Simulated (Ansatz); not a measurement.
Program: Ansatz. Geometries: PBE0-D4/def2-TZVP. ΔE: electronic, gas phase. CBS: MP2 limit from def2 TZ/QZ plus the TZ coupled-cluster correction, frozen cores. This one scheme is used for every species. DFT in def2-TZVPP. B3LYP here is the variant with VWN-RPA as its local correlation; programs differ in this. For Ga outer-core shells are correlated without core-valence functions, which leaves a few kJ/mol of doubt a bond. Scalar relativity is left out up to krypton. Each species was taken in one conformer, which may not be the lowest.

Reaction (cleavage of the Ga–B bond): `C[BH][GaH2]` + `F[SiH2]N[SiH3]` → `F[SiH2][N]([SiH3])[GaH2]` + `BC`

```
             level  ΔE (kcal/mol)  difference from CCSD(T)/CBS
           PBE0-D4          -16.6                          2.8
          B3LYP-D4          -18.3                          1.1
            B2PLYP          -18.6                          0.8
               PBE          -14.0                          5.4
            r2SCAN          -17.3                          2.1
              PBE0          -15.3                          4.1
             B3LYP          -15.9                          3.5
     HF/def2-TZVPP          -19.4                          0.0
    MP2/def2-TZVPP          -22.0                         -2.6
SCS-MP2/def2-TZVPP          -21.6                         -2.2
   CCSD/def2-TZVPP          -19.4                          0.0
CCSD(T)/def2-TZVPP          -20.0                         -0.6
     HF/def2-QZVPP          -19.6                         -0.2
    MP2/def2-QZVPP          -21.7                         -2.3
SCS-MP2/def2-QZVPP          -21.3                         -1.9
     MP2/CBS(def2)          -21.4                         -2.0
       CCSD(T)/CBS          -19.4                            0
```

Largest T1 diagnostic among the species: 0.013.

From PBE to PBE0 (25 % exact exchange), in def2-TZVPP and without D4, ΔE moves by −1.2 kcal/mol. The D4 term adds −2.4 kcal/mol with B3LYP and −1.3 kcal/mol with PBE0; it sums over pairs of atoms, weighted by their polarisabilities, and B3LYP, whose exchange is more repulsive, gets the larger term.
